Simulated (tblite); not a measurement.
A geometry optimisation, step by step.

Ethylguaiacol, C9H12O2.
Numbering: `[CH3:1][CH2:2][c:3]1[cH:4][cH:5][c:6]([OH:7])[c:8]([O:9][CH3:10])[cH:11]1` (hydrogens: H12, H13, H14 on C1; H15, H16 on C2; H17 on C4; H18 on C5; H19 on O7; H20, H21, H22 on C10; H23 on C11)

Computed with GFN2-xTB (tblite), gas phase: L-BFGS steps from a force-field or distance-geometry start until the largest atomic force falls under 0.01 eV/Å. 8 of its 40 geometries are shown.

Step 0: E = -912.0849 eV, largest atomic force 1.291 eV/Å
```
atom  x, y, z in Å  |  force x, y, z in eV/Å
C1      2.732   -1.350    0.678   -0.378  -0.197   0.340
C2      2.184   -0.792   -0.644    0.152  -0.133   0.285
C3      1.026    0.125   -0.416   -0.967   0.854   0.059
C4      1.226    1.512   -0.253   -0.272  -0.770   0.101
C5      0.147    2.358   -0.021    0.293  -0.517  -0.208
C6     -1.142    1.835    0.013    0.354   1.028   0.174
O7     -2.179    2.699    0.226   -0.400  -0.695  -0.052
C8     -1.371    0.471   -0.144    0.498  -0.640  -0.167
O9     -2.691    0.095   -0.074   -0.350  -0.579  -0.025
C10    -2.984   -1.288   -0.235    0.123   0.384   0.004
C11    -0.295   -0.387   -0.366    0.895   0.893   0.138
H12     3.058   -0.544    1.340   -0.031  -0.073  -0.195
H13     1.950   -1.916    1.222    0.396   0.260  -0.369
H14     3.576   -2.013    0.490   -0.094   0.055   0.030
H15     1.886   -1.615   -1.288   -0.100  -0.200  -0.042
H16     2.985   -0.263   -1.153    0.116   0.168  -0.046
H17     2.234    1.920   -0.271   -0.259  -0.151  -0.053
H18     0.305    3.420    0.105   -0.158  -0.128   0.012
H19    -2.975    2.132    0.231    0.181   0.438   0.031
H20    -4.058   -1.416   -0.151   -0.168   0.247   0.047
H21    -2.679   -1.631   -1.227    0.130  -0.071   0.050
H22    -2.513   -1.879    0.554    0.135  -0.040  -0.068
H23    -0.426   -1.446   -0.479   -0.098  -0.134  -0.047
```

Step 6: E = -912.1703 eV, largest atomic force 0.111 eV/Å
```
atom  x, y, z in Å  |  force x, y, z in eV/Å
C1      2.723   -1.349    0.680    0.006  -0.024   0.039
C2      2.184   -0.793   -0.639   -0.010   0.005   0.022
C3      1.021    0.134   -0.418    0.016   0.013   0.036
C4      1.219    1.492   -0.242    0.034   0.046  -0.030
C5      0.150    2.344   -0.030   -0.009   0.014   0.042
C6     -1.138    1.845    0.019   -0.036   0.002  -0.001
O7     -2.188    2.683    0.225   -0.032   0.042   0.012
C8     -1.353    0.468   -0.146   -0.009   0.002   0.028
O9     -2.678    0.081   -0.076   -0.032  -0.024  -0.003
C10    -2.978   -1.283   -0.235    0.046   0.018  -0.001
C11    -0.275   -0.369   -0.357   -0.032  -0.068  -0.020
H12     3.056   -0.542    1.328   -0.020   0.025  -0.009
H13     1.955   -1.913    1.206   -0.031   0.019  -0.014
H14     3.566   -2.010    0.494    0.015  -0.009  -0.007
H15     1.877   -1.622   -1.277   -0.009  -0.036  -0.021
H16     2.984   -0.252   -1.145    0.028   0.015  -0.032
H17     2.218    1.899   -0.278    0.041  -0.002  -0.008
H18     0.296    3.403    0.105    0.004   0.013  -0.007
H19    -2.992    2.146    0.233   -0.023   0.003  -0.003
H20    -4.062   -1.378   -0.147    0.071   0.085   0.003
H21    -2.665   -1.643   -1.220   -0.005  -0.026  -0.008
H22    -2.500   -1.885    0.543   -0.003  -0.032   0.005
H23    -0.425   -1.428   -0.483   -0.008  -0.081  -0.025
```

Step 11: E = -912.1726 eV, largest atomic force 0.020 eV/Å
```
atom  x, y, z in Å  |  force x, y, z in eV/Å
C1      2.723   -1.349    0.681   -0.011   0.010  -0.010
C2      2.184   -0.793   -0.638    0.004  -0.004  -0.018
C3      1.021    0.134   -0.415   -0.008  -0.009  -0.005
C4      1.220    1.493   -0.243   -0.011  -0.012   0.005
C5      0.149    2.345   -0.026   -0.011  -0.002   0.002
C6     -1.140    1.846    0.021    0.002  -0.002   0.012
O7     -2.192    2.684    0.227    0.005  -0.009   0.004
C8     -1.352    0.467   -0.144    0.010  -0.017   0.001
O9     -2.675    0.079   -0.076    0.016   0.001   0.001
C10    -2.972   -1.284   -0.236    0.001   0.003   0.001
C11    -0.275   -0.373   -0.357    0.016   0.008   0.002
H12     3.052   -0.538    1.326   -0.006   0.007   0.009
H13     1.951   -1.910    1.203   -0.012   0.004   0.005
H14     3.566   -2.011    0.495   -0.002   0.000   0.012
H15     1.876   -1.624   -1.276    0.002   0.005   0.000
H16     2.985   -0.252   -1.147   -0.007  -0.011  -0.006
H17     2.220    1.897   -0.281    0.001   0.005  -0.005
H18     0.295    3.404    0.104    0.005   0.018   0.002
H19    -2.998    2.148    0.233    0.013   0.005  -0.005
H20    -4.055   -1.362   -0.145   -0.006  -0.005   0.000
H21    -2.663   -1.647   -1.221    0.000  -0.002  -0.001
H22    -2.498   -1.891    0.542   -0.002  -0.004   0.002
H23    -0.425   -1.434   -0.487    0.001   0.012  -0.006
```

Step 17: E = -912.1731 eV, largest atomic force 0.023 eV/Å
```
atom  x, y, z in Å  |  force x, y, z in eV/Å
C1      2.719   -1.346    0.682   -0.001   0.002  -0.004
C2      2.185   -0.794   -0.642   -0.002   0.006   0.005
C3      1.023    0.134   -0.417   -0.007  -0.001  -0.007
C4      1.219    1.493   -0.242    0.019  -0.005  -0.011
C5      0.150    2.345   -0.023    0.014  -0.010  -0.001
C6     -1.138    1.844    0.027    0.011   0.006  -0.002
O7     -2.190    2.683    0.230   -0.003  -0.005   0.007
C8     -1.348    0.465   -0.140   -0.011   0.013  -0.001
O9     -2.671    0.077   -0.075   -0.008   0.002   0.007
C10    -2.971   -1.284   -0.236   -0.002  -0.007   0.001
C11    -0.272   -0.374   -0.358   -0.010   0.004  -0.003
H12     3.046   -0.535    1.327   -0.011   0.005  -0.012
H13     1.944   -1.905    1.202   -0.004   0.009  -0.008
H14     3.562   -2.009    0.502   -0.004  -0.001   0.007
H15     1.876   -1.626   -1.279    0.003   0.008   0.013
H16     2.985   -0.256   -1.153    0.004  -0.007   0.006
H17     2.219    1.898   -0.284    0.013   0.007   0.000
H18     0.296    3.406    0.104   -0.004  -0.017   0.005
H19    -2.996    2.149    0.230   -0.008  -0.005   0.001
H20    -4.054   -1.361   -0.145   -0.004  -0.003  -0.001
H21    -2.663   -1.649   -1.221    0.003   0.002  -0.003
H22    -2.499   -1.893    0.542    0.003  -0.003   0.003
H23    -0.425   -1.434   -0.493    0.009  -0.001  -0.003
```

Step 22: E = -912.1735 eV, largest atomic force 0.015 eV/Å
```
atom  x, y, z in Å  |  force x, y, z in eV/Å
C1      2.713   -1.342    0.682   -0.002  -0.001   0.007
C2      2.185   -0.794   -0.646   -0.003  -0.004   0.003
C3      1.024    0.134   -0.422    0.005   0.007  -0.005
C4      1.224    1.493   -0.244   -0.009   0.010  -0.004
C5      0.153    2.342   -0.020   -0.006   0.010  -0.005
C6     -1.135    1.842    0.032   -0.003  -0.006  -0.006
O7     -2.188    2.680    0.238    0.005  -0.002   0.003
C8     -1.347    0.465   -0.137    0.002  -0.003  -0.010
O9     -2.670    0.076   -0.070    0.002  -0.003   0.002
C10    -2.971   -1.286   -0.235    0.003   0.001   0.002
C11    -0.271   -0.373   -0.360    0.003  -0.005  -0.010
H12     3.036   -0.527    1.325   -0.001   0.005  -0.002
H13     1.933   -1.896    1.200   -0.005   0.003   0.002
H14     3.557   -2.007    0.512   -0.002   0.003  -0.002
H15     1.875   -1.628   -1.279    0.000  -0.011  -0.006
H16     2.988   -0.260   -1.158    0.002   0.002   0.009
H17     2.223    1.900   -0.288   -0.006  -0.014   0.000
H18     0.297    3.403    0.108    0.007   0.004   0.010
H19    -2.994    2.147    0.227    0.002   0.000   0.009
H20    -4.054   -1.362   -0.146    0.007  -0.002   0.001
H21    -2.662   -1.650   -1.220    0.002   0.009   0.002
H22    -2.500   -1.897    0.542    0.000   0.001   0.000
H23    -0.421   -1.433   -0.499   -0.001  -0.004   0.003
```

Step 28: E = -912.1738 eV, largest atomic force 0.017 eV/Å
```
atom  x, y, z in Å  |  force x, y, z in eV/Å
C1      2.706   -1.338    0.683   -0.005   0.005  -0.006
C2      2.185   -0.796   -0.648    0.001   0.003  -0.007
C3      1.025    0.135   -0.430   -0.011  -0.011  -0.007
C4      1.224    1.494   -0.249   -0.001  -0.015  -0.001
C5      0.155    2.343   -0.021   -0.003  -0.011  -0.001
C6     -1.133    1.841    0.032   -0.004   0.002   0.001
O7     -2.185    2.678    0.245   -0.004   0.000  -0.003
C8     -1.346    0.464   -0.140   -0.002  -0.007  -0.003
O9     -2.668    0.074   -0.066    0.002   0.004  -0.001
C10    -2.969   -1.287   -0.233    0.004   0.006  -0.001
C11    -0.270   -0.374   -0.367   -0.002   0.005   0.002
H12     3.027   -0.519    1.323   -0.001  -0.002   0.008
H13     1.923   -1.889    1.200    0.003   0.000   0.010
H14     3.550   -2.004    0.519   -0.001  -0.003   0.005
H15     1.875   -1.632   -1.280    0.009   0.012   0.003
H16     2.991   -0.264   -1.158   -0.004  -0.005  -0.003
H17     2.224    1.897   -0.291    0.007   0.008  -0.002
H18     0.300    3.402    0.116    0.000   0.003  -0.001
H19    -2.992    2.145    0.230    0.005   0.000   0.013
H20    -4.052   -1.364   -0.146    0.001   0.003   0.001
H21    -2.659   -1.647   -1.220    0.003  -0.005  -0.001
H22    -2.499   -1.899    0.543    0.006   0.000  -0.003
H23    -0.419   -1.434   -0.503   -0.005   0.007  -0.002
```

Step 33: E = -912.1740 eV, largest atomic force 0.013 eV/Å
```
atom  x, y, z in Å  |  force x, y, z in eV/Å
C1      2.702   -1.335    0.685    0.005  -0.003   0.007
C2      2.185   -0.796   -0.650    0.001  -0.004   0.006
C3      1.024    0.134   -0.435    0.008   0.005   0.009
C4      1.224    1.492   -0.253    0.002   0.009  -0.001
C5      0.155    2.341   -0.021    0.004   0.006   0.000
C6     -1.133    1.841    0.031    0.004   0.000   0.001
O7     -2.184    2.677    0.248    0.003   0.001   0.000
C8     -1.345    0.464   -0.142    0.000   0.007   0.005
O9     -2.667    0.075   -0.065   -0.004  -0.003  -0.006
C10    -2.967   -1.286   -0.233   -0.003  -0.007  -0.002
C11    -0.270   -0.374   -0.371   -0.001  -0.002  -0.003
H12     3.022   -0.516    1.324    0.000   0.002  -0.003
H13     1.919   -1.885    1.203   -0.004   0.004  -0.007
H14     3.546   -2.003    0.525    0.001   0.000   0.002
H15     1.879   -1.632   -1.282   -0.001  -0.010  -0.003
H16     2.992   -0.265   -1.159    0.001   0.005   0.002
H17     2.225    1.896   -0.294   -0.006  -0.003  -0.003
H18     0.302    3.401    0.119    0.000  -0.005  -0.006
H19    -2.990    2.143    0.238   -0.004  -0.001   0.010
H20    -4.050   -1.363   -0.145   -0.003  -0.004  -0.001
H21    -2.657   -1.646   -1.219   -0.002   0.001  -0.003
H22    -2.497   -1.900    0.542    0.004   0.004   0.002
H23    -0.420   -1.434   -0.506   -0.005  -0.002  -0.005
```

Step 39: E = -912.1741 eV, largest atomic force 0.010 eV/Å
```
atom  x, y, z in Å  |  force x, y, z in eV/Å
C1      2.699   -1.333    0.687   -0.002   0.001  -0.001
C2      2.186   -0.797   -0.651   -0.002   0.005   0.001
C3      1.024    0.133   -0.438   -0.003   0.004  -0.006
C4      1.225    1.491   -0.256   -0.001   0.001   0.005
C5      0.157    2.341   -0.022   -0.004   0.000  -0.002
C6     -1.132    1.841    0.032   -0.002  -0.002   0.001
O7     -2.183    2.677    0.252    0.003   0.001   0.009
C8     -1.345    0.464   -0.144   -0.001  -0.002  -0.006
O9     -2.667    0.074   -0.067   -0.001   0.004  -0.001
C10    -2.966   -1.288   -0.234    0.003   0.006  -0.002
C11    -0.271   -0.374   -0.375    0.001  -0.002   0.005
H12     3.017   -0.511    1.324    0.001  -0.002  -0.001
H13     1.912   -1.879    1.203    0.003  -0.003   0.002
H14     3.543   -2.002    0.532   -0.002   0.000   0.002
H15     1.882   -1.636   -1.282   -0.002   0.004   0.006
H16     2.993   -0.266   -1.158    0.002  -0.002   0.001
H17     2.225    1.895   -0.299    0.001  -0.003  -0.001
H18     0.304    3.399    0.119    0.000   0.000  -0.007
H19    -2.988    2.142    0.253    0.003   0.002   0.001
H20    -4.048   -1.366   -0.144    0.008  -0.003   0.002
H21    -2.656   -1.646   -1.221   -0.005  -0.006   0.003
H22    -2.492   -1.899    0.541   -0.005  -0.001  -0.006
H23    -0.423   -1.433   -0.513    0.006  -0.002  -0.003
```

Problem. Summarise the path.

Solution. The energy falls by 2.06 kcal/mol from step 0 to step 39; nine tenths of that is first reached at step 4. It falls at every step. The largest force goes from 1.291 to 0.010 eV/Å. Among the bonds C3–C4 changes most (a near tie, within 0.001 Å, with another), from 1.411 to 1.385 Å; the atoms move by 0.034 Å rms after alignment.

Problem. Follow the three bonds and two angles with the largest change from start to end.

Solution. 
```tsv
step	E above end (kcal/mol)	largest force (eV/Å)	C3–C4 (Å)	C3–C11 (Å)	C1–H13 (Å)	C6–O7–H19 (°)	C5–C6–O7 (°)
0	2.06	1.291	1.411	1.418	1.108	104.6	117.9
2	0.47	0.222	1.386	1.398	1.088	106.3	119.8
3	0.29	0.190	1.388	1.397	1.086	106.8	119.9
5	0.13	0.139	1.384	1.393	1.087	107.5	120.2
7	0.06	0.079	1.384	1.391	1.088	107.5	120.2
8	0.05	0.047	1.384	1.392	1.088	107.5	120.2
10	0.04	0.024	1.385	1.393	1.088	107.6	120.2
12	0.03	0.019	1.385	1.393	1.087	107.8	120.3
14	0.03	0.020	1.385	1.392	1.088	107.8	120.2
15	0.03	0.024	1.385	1.392	1.088	107.8	120.2
17	0.02	0.023	1.385	1.392	1.088	107.7	120.1
19	0.02	0.027	1.385	1.393	1.088	107.6	120.2
20	0.02	0.025	1.385	1.393	1.088	107.6	120.2
22	0.01	0.015	1.385	1.392	1.088	107.7	120.2
24	0.01	0.018	1.385	1.392	1.088	107.7	120.2
25	0.01	0.017	1.385	1.392	1.088	107.7	120.2
27	0.01	0.019	1.385	1.392	1.088	107.7	120.2
29	0.01	0.014	1.385	1.392	1.088	107.7	120.2
31	0.01	0.012	1.385	1.392	1.088	107.7	120.2
32	0.00	0.015	1.385	1.392	1.088	107.6	120.2
34	0.00	0.010	1.385	1.392	1.088	107.6	120.2
36	0.00	0.015	1.385	1.392	1.088	107.6	120.2
37	0.00	0.015	1.385	1.392	1.088	107.7	120.2
39	0.00	0.010	1.385	1.392	1.088	107.7	120.3
```

What follows is the cost of the whole relaxation. Time: 0.34 s of wall time. Hardware: one thread, Arm Neoverse V1 (aarch64), shared host with 32 logical CPUs at a one-minute load of 23.
